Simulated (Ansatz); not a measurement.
A nudged elastic band was laid between two geometries of BrH + ClGaH4N2 (10 atoms, charge 0, multiplicity 1).

Computed with Ansatz, RKS PBE-D4/def2-SVP.

```yaml
movable_images: 9
climbing_image: yes
spring: 20.0 eV/Å²
optimiser: quadratic models (default)
start_path: through a guess of the saddle point
force_threshold: 0.05 eV/Å
iteration_limit: 60
end_points: relaxed
```

Initial state:

```xyz
10
Properties=species:S:1:pos:R:3
Ga 0.009 -0.094 -0.182
Cl 0.016 -0.619 1.973
N 1.644 -0.203 -0.995
H 2.446 -0.038 -0.379
H 1.769 0.337 -1.857
N -1.647 -0.149 -0.949
H -2.440 0.011 -0.321
H -1.793 0.364 -1.823
Br 0.111 2.859 1.285
H 0.075 1.573 1.995
```

Final state:

```xyz
10
Properties=species:S:1:pos:R:3
Ga 0.019 0.694 -0.509
Cl 0.041 -0.202 2.462
N 1.644 0.129 -1.134
H 1.761 -0.875 -1.304
H 2.460 0.484 -0.628
N -1.637 0.178 -1.092
H -1.792 -0.823 -1.247
H -2.428 0.565 -0.568
Br 0.066 2.793 0.572
H 0.057 1.097 2.195
```

(1) Which bonds break or form, and what moves?

(2) Give the energies along the band, and the barrier.

(3) What is the geometry of the highest image?

The band took 22 iterations and roughly 19 core-minutes.

## Answers

(1) Bonds broken: Ga1–Cl2, Br9–H10. Bonds formed: Ga1–Br9, Cl2–H10. BrH + ClGaH4N2 becomes BrGaH4N2 + ClH.

(2) The forces met the threshold. The highest image is number 5 of 0 to 10, 9.4 kJ/mol above the first end and 15.7 kJ/mol above the last; the last end lies 6.3 kJ/mol below the first. Beside the main top the profile has a ripple of under 15 meV (maxima at images 2, 5, 8), which may be a very shallow well or noise. Another band between the same ends (9 images) ends at a top of the same energy, where a vibrational analysis finds 1 clearly imaginary mode. The orbitals stay closed-shell, which can raise the energy where a bond breaks towards radicals; this wasn't checked here.

```tsv
image	path coordinate (Å)	energy (kJ/mol)	Ga1–Cl2 (Å)	Br9–H10 (Å)	Ga1–Br9 (Å)
0	0.00	0.0	2.22	1.47	3.30
1	0.73	2.8	2.23	1.47	3.20
2	1.45	6.5	2.25	1.48	3.09
3	2.18	6.3	2.26	1.48	2.99
4	2.91	5.2	2.25	1.48	3.03
5	3.64	9.4	2.39	1.65	2.66
6	4.27	-3.0	2.77	2.20	2.41
7	4.91	-2.1	2.86	2.27	2.40
8	5.55	-1.9	2.93	2.29	2.39
9	6.18	-4.6	3.04	2.34	2.37
10	6.82	-6.3	3.10	2.35	2.36
```

(3) 
```xyz
10
Properties=species:S:1:pos:R:3
Ga 0.015 0.285 -0.223
Cl -0.033 -0.298 2.090
N 1.622 0.224 -1.118
H 1.954 -0.730 -1.305
H 2.376 0.737 -0.648
N -1.611 -0.239 -0.889
H -2.383 -0.230 -0.214
H -1.910 0.239 -1.746
Br 0.117 2.687 0.911
H 0.045 1.366 1.889
```

The run took 5.1 min on 4 threads of Intel(R) Xeon(R) Platinum 8259CL CPU @ 2.50GHz (Skylake/Cascade Lake), on a shared host, peak memory 0.26 GiB.
